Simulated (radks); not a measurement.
Problem. The mean radii <r> (bohr) of the occupied orbitals of an atom or ion are listed with their occupations. Calculated with a radial shooting solver on a logarithmic mesh with Libxc functionals: scalar-relativistic Kohn-Sham, r2SCAN, spin-polarised, spherical densities, finite nucleus; meta-GGA in the generalised Kohn-Sham scheme; Fermi nuclear charge, rms radius of each element as measured or else 0.836 A^(1/3) + 0.57 fm.

orbital  occ.      <r>
1s down     1  0.03263
1s up       1  0.03263
2s up       1   0.1415
2s down     1   0.1412
2p up       3   0.1234
2p down     3   0.1231
3s up       1   0.3714
3s down     1   0.3731
3p up       3   0.3664
3p down     3   0.3686
3d up       5   0.3356
3d down     1   0.3383

Name the element and its charge. Open shells, if any, are filled with parallel spins first.

Solution. Z = 45, rhodium, charge +21: Rh21+ in [Ar] 3d6. The 1s radius gives Z: for a bare nucleus <r> = (2 gamma + 1)/(2Z) with gamma = sqrt(1 - (Z/c)^2), 0.0321 bohr for Z = 45, and screening makes it slightly larger (0.03263 here). The occupations add up to 24, and the charge is Z minus that.
